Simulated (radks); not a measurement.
Results of a calculation; reference values are marked as such.
Species: Yb+. Configuration: [Kr] 4d10 4f14 5s2 5p5 6s1 6p1 (not the ground configuration).

Code: a radial shooting solver on a logarithmic mesh with Libxc functionals. Model: scalar-relativistic Kohn-Sham, PBEsol, spin-polarised, spherical densities, finite nucleus; open shells are filled with parallel spins first (spin-orbit coupling, left out, can overturn this in heavy ions); Fermi nuclear charge, rms radius 5.3108 fm.

Energy parts (hartree):
total: -14052.4355
kinetic: 15308.6990
electron-nucleus: -34560.3441
Hartree: 5487.1818
exchange-correlation: -287.9721

Orbitals (lengths in bohr, moments of r in powers of bohr; r(max) is where P^2 peaks):
orbital,occ.,eigenvalue (hartree),r(max)
1s up,1,-2249.696,0.01238
1s down,1,-2249.692,0.01238
2s up,1,-381.5955,0.07061
2s down,1,-381.5935,0.07061
2p up,3,-336.4789,0.05756
2p down,3,-336.4759,0.05756
3s up,1,-86.37038,0.1995
3s down,1,-86.36903,0.1995
3p up,3,-72.76513,0.1966
3p down,3,-72.76347,0.1966
3d up,5,-56.17567,0.1602
3d down,5,-56.17383,0.1602
4s up,1,-17.37176,0.4552
4s down,1,-17.36905,0.4552
4p up,3,-12.90652,0.4764
4p down,3,-12.90340,0.4765
4d up,5,-7.02596,0.4912
4d down,5,-7.02129,0.4912
4f up,7,-0.60668,0.4839
4f down,7,-0.59300,0.4833
5s up,1,-2.52769,1.069
5s down,1,-2.49186,1.067
5p up,3,-1.49820,1.224
5p down,2,-1.45833,1.222
5d up,0,-0.39607,1.772
5d down,0,-0.34519,1.755
6s up,1,-0.45147,2.906
6s down,0,-0.39020,2.870
6p up,1,-0.28201,3.633
7s up,0,-0.13350,6.876

The highest occupied level is 6p up at -7.674 eV. The configuration is held as typed, so some empty levels lie below it. The density falls to 0.001 e/bohr^3 at r = 4.91 bohr. The spin density at the nucleus is 56.92 e/bohr^3 (1s -0.63, 2s 0.27, 3s 0.50, 4s 0.09, 5s -3.39, 6s 60.08).
